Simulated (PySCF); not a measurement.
Al(SeH)3 (AlH3Se3), SMILES [SeH][Al]([SeH])[SeH]. Atoms are numbered in the order given.

```xyz
7

Al     0.0200     0.0023     0.0027
Se    -2.2181    -0.6152    -0.0666
H     -1.9253    -1.9333     0.5319
Se     0.5004     2.2288    -0.4619
H      1.9499     1.9635    -0.5529
Se     1.6299    -1.5981     0.5099
H      2.7018    -0.5886     0.6170
```
Charge 0, spin multiplicity 1.

Geometry: B3LYP-D3(BJ)/def2-SVP. Other conformers were not sampled.

Computed with PySCF with PBE/pcSseg-1.

GIAO shieldings, no solvent; atoms listed in one row are averaged. δ = σ(ref) − σ: ⁷⁷Se against Me2Se (σ = 1634.8 ppm); ¹H against TMS (σ = 31.49 ppm), references at their B3LYP-D3(BJ)/def2-TZVP geometries, non-relativistic.

| nucleus | atoms | count | δ (ppm) |
|---|---|---|---|
| ⁷⁷Se | Se6 | 1 | -342.7 |
| ⁷⁷Se | Se4 | 1 | -348.0 |
| ⁷⁷Se | Se2 | 1 | -383.7 |
| ¹H | H3 | 1 | 1.31 |
| ¹H | H7 | 1 | 1.19 |
| ¹H | H5 | 1 | 1.09 |
